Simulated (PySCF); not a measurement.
B(H)(Me)(SeH) (CH5BSe), SMILES [SeH]BC.

Geometry: PBE0-D3(BJ)/def2-SVP. One conformer was computed; it need not be the lowest.

Method: PBE/def2-TZVPD in PySCF.

Computed frontier levels, gap, dipole moment and polarisability:
```json
{
 "highest_occupied_level": "-6.53 eV",
 "lowest_empty_level": "-1.90 eV",
 "orbital_gap": "4.63 eV",
 "dipole_moment": "0.37 D",
 "quadrupole, principal values (traceless, Buckingham form, about the centre of nuclear charge)": "-1.94, -1.80, 3.74 D·Å",
 "mean_static_polarisability": "60.5 bohr³ (8.96 Å³)",
 "polarisability_principal_values": "48.3, 55.1, 78.0 bohr³"
}
```
